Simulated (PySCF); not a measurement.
## Working with the constants of GaC⁺

UHF-CCSD(T) constants of GaC⁺, ³Π (triplet), unpaired electrons σ ↑, π ↑ (Ga 6-31G(d,p), C 6-31G(d,p); no relativity (PySCF 2.14); masses 68.9256 and 12.0000 u):

| Item | Value |
| --- | --- |
| ωe | 172.0 cm⁻¹ |
| ωexe | 2.91 cm⁻¹ |
| Be | 0.23012 cm⁻¹ |
| αe | 0.00464 cm⁻¹ |
| D (centrifugal) | 1.65e-06 cm⁻¹ |
| De to Ga⁺ + C | 0.357 eV |

(1) Give the vibrational terms G(v) and spacings up to v = 6.

(2) How well does the Morse estimate ωe²/(4ωexe) reproduce De, and what is D0?

Correlated steps freeze 10 core orbitals. The bond is weak. Basis-set superposition, not corrected here, can be much of De in a small basis, most of all at correlated wavefunction levels. Spin–orbit coupling is left out. For an ion De counts to the pair picked by the measured ionisation energies or electron affinities, which need not be the lowest pair at this level. The state is the lowest determinant that a PBE0 search found; another state may lie lower at other levels.

## Answers

(1) G(v) = ωe(v+½) − ωexe(v+½)².

```tsv
v	G(v) (cm⁻¹)	G(v) − G(v−1)	Bv (cm⁻¹)
0	85		0.2278
1	251	166	0.2232
2	412	160	0.2185
3	566	155	0.2139
4	715	149	0.2092
5	858	143	0.2046
6	995	137	0.2000
```

(2) It gives 0.315 eV, 88 % of the computed De. D0 = De − G(0) = 0.357 − 0.011 = 0.346 eV.
